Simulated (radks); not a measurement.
Results of a calculation; reference values are marked as such.
Problem. The tellurium ion Te2+ is in [Kr] 4d10 5s2 5p2. Level of theory: scalar-relativistic Kohn-Sham, BLYP, spin-polarised, spherical densities, finite nucleus; Fermi nuclear charge, rms radius of each element as measured or else 0.836 A^(1/3) + 0.57 fm (a radial shooting solver on a logarithmic mesh with Libxc functionals). Open shells are filled with parallel spins first. One electron is removed from 5s, 5p, 4d, 4p in turn, with full relaxation. Which removal costs least, and what does each cost?

Solution. 5p 27.369 eV; 5s 36.907 eV; 4d 69.318 eV; 4p 143.04 eV. The 5p electron leaves first.
